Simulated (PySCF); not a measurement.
An unknown gives this computed stick spectrum. Method used: PySCF 2.14.0, density-fitted response routines, TDDFT B3LYP/def2-SVPD, vertical, gas phase, core orbitals frozen in the response. Geometries: PBE0-D3(BJ)/def2-SVP, one conformer each. Relativistic effects are left out although some hold elements past zinc.

| state | E (eV) | λ (nm) | f |
| --- | --- | --- | --- |
| S1 | 5.76 | 215.1 | 0.0040 |
| S2 | 5.96 | 208.2 | 0.0031 |
| S3 | 6.68 | 185.5 | 0.084 |
| S4 | 6.79 | 182.7 | 0.070 |
| S5 | 6.81 | 182.2 | 0.0010 |
| S6 | 6.83 | 181.4 | 0.059 |
| S7 | 7.01 | 176.9 | 0.024 |
| S8 | 7.02 | 176.7 | 0.036 |
| S9 | 7.05 | 175.8 | 0.012 |
| S10 | 7.17 | 172.9 | 0.020 |

Triplets computed (Tamm–Dancoff): 4.27, 5.42, 5.87, 6.53 eV.

Question: Which structure fits? All have the formula C5H12GeO2.
A. `C[CH](C)[GeH]1[O]CC[O]1`
B. `C=[C](C)[GeH]([O]C)[O]C`
C. `CC[C@@H]1C[O][Ge@H]([CH3])[O]1`
D. `C=CC[O][Ge@@H]([CH3])[O]C`

Answer: B. Its S1, at 5.76 eV, is the lowest among the candidates; the nearest of the others has S1 at 6.13 eV. S1 is HOMO→LUMO (95%). Löwdin shares by element: HOMO oxygen 50%, carbon 12% or more, germanium 8% (atoms not listed hold the other 31%); LUMO carbon 63% or more, germanium 9%, hydrogen 6% or more (atoms not listed hold the other 22%). At the same level the other candidates give, for their lowest levels:
- `CC[C@@H]1C[O][Ge@H]([CH3])[O]1`: 6.49 eV (f 0.003); 6.60 eV (f 0.005); 6.85 eV (f 0.006); 6.97 eV (f 0.003); 7.08 eV (f 0.039); T1 6.25 eV; HOMO -7.30, LUMO 0.20 eV
- `C=CC[O][Ge@@H]([CH3])[O]C`: 6.13 eV (f 0.001); 6.51 eV (f 0.001); 6.73 eV (f 0.003); 6.80 eV (f 0.115); 6.98 eV (f 0.015); T1 4.39 eV; HOMO -7.39, LUMO -0.29 eV
- `C[CH](C)[GeH]1[O]CC[O]1`: 6.31 eV (f 0.001); 6.42 eV (f 0.003); 6.82 eV (f 0.005); 6.88 eV (f 0.004); 7.07 eV (f 0.011); T1 6.04 eV; HOMO -7.30, LUMO 0.04 eV

Conformer computed: `[CH2:1]=[C:2]([CH3:3])[GeH:4]([O:5][CH3:6])[O:7][CH3:8]`: C1–C2–Ge4–O5 5°, C2–Ge4–O5–C6 92°, C2–Ge4–O7–C8 55°.

Without π bonds the low states are Rydberg-like; a valence basis with one diffuse set may place them up to an eV too high.
